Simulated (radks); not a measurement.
Results of a calculation; reference values are marked as such.
Question: The mean radii <r> (bohr) of the occupied orbitals of an atom or ion are listed with their occupations. Code: a radial shooting solver on a logarithmic mesh with Libxc functionals. Model: scalar-relativistic Kohn-Sham, r2SCAN, spin-polarised, spherical densities, finite nucleus; meta-GGA in the generalised Kohn-Sham scheme; Fermi nuclear charge, rms radius of each element as measured or else 0.836 A^(1/3) + 0.57 fm.

orbital  occ.      <r>
1s up       1  0.01899
1s down     1  0.01899
2s up       1  0.08036
2s down     1  0.08036
2p up       3  0.07173
2p down     3  0.07173
3s up       1   0.2084
3s down     1   0.2084
3p up       3   0.2084
3p down     3   0.2083
3d up       5   0.1890
3d down     5   0.1890
4s up       1   0.4678
4s down     1   0.4679
4p up       3   0.4965
4p down     3   0.4966
4d up       5   0.5329
4d down     5   0.5328
5s up       1    1.091
5s down     1    1.092
5p up       3    1.232
5p down     2    1.236
4f up       7   0.6359
4f down     6   0.6357

Name the element and its charge. Open shells, if any, are filled with parallel spins first.

Answer: Z = 72, hafnium, charge +6: Hf6+ in [Kr] 4d10 4f13 5s2 5p5. The 1s radius gives Z: for a bare nucleus <r> = (2 gamma + 1)/(2Z) with gamma = sqrt(1 - (Z/c)^2), 0.01876 bohr for Z = 72, and screening makes it slightly larger (0.01899 here). The occupations add up to 66, and the charge is Z minus that.
